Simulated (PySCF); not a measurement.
# From a computed spectrum to the compound

A species of 7 atoms with charge -1 has these harmonic modes (PBE0, small Gaussian bases with core potentials, PySCF 2.14.0):

```csv
cm⁻¹,km/mol,symmetry
51,19.3,a'
54,9.8,a''
70,8.6,a'
120,0.2,a''
136,29.5,a'
203,9.9,a'
239,21.9,a'
242,55.6,a''
262,71.2,a'
493,77.0,a''
721,18.8,a''
734,447.0,a'
1633,33.2,a'
3596,172.1,a'
3658,334.3,a''
```

**Question.** Which species is it, and in which structure?

**Answer.** [NdCl3(H2O)]− (singlet in the valence; each metal's 4f electrons, 4 of them, lie in its core potential, out of spins and levels):
```xyz
7

Nd    0.1537    0.0422    0.1422
Cl    2.0041    1.3751    1.7075
Cl   -2.4505   -0.6903    0.8907
Cl    0.6533   -1.2587   -2.2943
O    -1.5985    0.8470   -1.7088
H    -2.2594    0.3594   -1.1756
H    -1.1870    0.1630   -2.2761
```
Ideal gas at 298.15 K and 1 bar: S = 437.8 J/(mol K), Cp = 116.0 J/(mol K), H − H(0 K) = 26.4 kJ/mol (rigid rotor, harmonic modes, spin degeneracy alone, that of the 4f electrons in the core included; the modes under 60 cm⁻¹ make these uncertain). An lcecp potential fixes the number of 4f electrons, so in runs with it no electron can move into or out of that shell; real Nd(II) is rare or takes another configuration.
 The answer isn't unique; the calculation gave this one.
